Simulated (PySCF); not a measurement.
Fill in the blanks.

Species: C6H7NO2P (charge -1).
Atom-mapped SMILES: `[CH3:1][P@:2](=[O:3])([O-:4])[c:5]1[cH:6][cH:7][cH:8][cH:9][n:10]1` (hydrogens: H11, H12, H13 on C1; H14 on C6; H15 on C7; H16 on C8; H17 on C9)

Conformer (atom-mapped SMILES and torsion angles): `[CH3:1][P@:2](=[O:3])([O-:4])[c:5]1[cH:6][cH:7][cH:8][cH:9][n:10]1`: C1–P2–C5–C6 180°.

```csv
property,level,value
point group,PBE0-D3(BJ)/def2-SVP,Cs
"rotational constants A, B, C",PBE0-D3(BJ)/def2-SVP,?
HOMO energy,B3LYP/def2-SVPD,?
LUMO energy,B3LYP/def2-SVPD,?
lowest singlet excitation,TDDFT B3LYP/def2-SVPD,"3.72 eV (333 nm, f = 0.003)"
strongest line among the 10 lowest singlet transitions,TDDFT B3LYP/def2-SVPD,?
lowest triplet excitation (Tamm–Dancoff),TDA B3LYP/def2-SVPD,?
static isotropic polarisability,B3LYP/def2-SVPD,117.3 au
vertical electron detachment energy,ΔSCF B3LYP/def2-SVPD,4.11 eV
electronic spatial extent ⟨r²⟩ about the centre of nuclear charge,B3LYP/def2-SVPD,1686 bohr²
13C chemical shifts (computed TMS as zero) by class,GIAO HF/pcSseg-1,?
1H chemical shifts (computed TMS as zero) by class,GIAO HF/pcSseg-1,"8.26 (H17), 8.02 (H14), 7.40 (H15), 6.41 (H16), 1.01 (H11/H12/H13) ppm"
"isotropic shieldings of nuclei other than C and H, by class",GIAO HF/pcSseg-1,?
```

Gas-phase values; electronic properties from PySCF, density fitting. The structure is a single PBE0-D3(BJ)/def2-SVP conformer in the gas phase; no vibrational or solvent corrections. The geometry's basis has no diffuse functions, a weakness for an anion. NMR classes are plain means over equivalent atoms (diastereotopic ones count apart unless rotation or inversion swaps them), as if these changed places fast; in this geometry the members of some classes differ. No diffuse functions stand in pcSseg-1, which bears on an anion's orbital energies.

Task: What is the strongest line among the 10 lowest singlet transitions?

Result: S5 at 4.44 eV (279 nm, f = 0.095).

Task: Give the LUMO energy.

Result: 2.39 eV.

Task: Give the 13C chemical shifts (computed TMS as zero) by class.

Result: 193.0 (C5), 153.7 (C9), 141.9 (C7), 132.2 (C6), 120.0 (C8), 18.0 (C1) ppm.

Task: Give the isotropic shieldings of nuclei other than C and H, by class.

Result: -94 (N10), 198 (O3/O4), 348 (P2) ppm.

Task: The rotational constants A, B, C?

Result: 2.452, 0.815, 0.711 GHz.

Task: What is the HOMO energy?

Result: -2.24 eV.

Task: What is the lowest triplet excitation (Tamm–Dancoff)?

Result: 3.40 eV.

The largest Löwdin shares of the HOMO are 0.26 on O4, 0.26 on O3, 0.11 on C5 and 0.11 on P2. With B = h/(8π²I), that is 505.379 GHz u Å² over I, the principal moments of inertia are 206.1, 620.2 and 710.7 u Å² (most abundant isotopes). The ΔSCF detachment energy exceeds −ε(HOMO) by 1.87 eV with B3LYP. The polarisability is 17.38 Å³ as a volume (1 au = 0.148185 Å³), or 1.43 au for each of the 82 electrons. The principal polarisabilities are 83.3, 117.7 and 150.9 au; their mean is the isotropic value.
